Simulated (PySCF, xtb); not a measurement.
Ti(I)2(NH2)2 (H4I2N2Ti), SMILES [NH2][Ti]([I])([I])[NH2], multiplicity 1. One conformer was computed; it need not be the lowest.

Harmonic wavenumbers (cm⁻¹) from GFN2-xTB run with xtb 6.7.1 at its own minimum, in rising order: 55, 72, 100, 104, 118, 138, 142, 242, 308, 414, 423, 439, 465, 602, 646, 1473, 1475, 3249, 3286, 3313, 3349.

**Question.** What does PBE-D3(BJ)/def2-SVP run with PySCF give at its own minimum? (An estimate is asked for; the answer gives what the named calculation found.)

**Answer.** 52, 111, 113, 124, 168, 170, 242, 291, 355, 424, 443, 484, 507, 719, 728, 1405, 1427, 3438, 3441, 3546, 3558. Paired by order, the mean absolute difference is 75 cm⁻¹ and the zero-point energies are 29.2 and 31.1 kcal/mol.
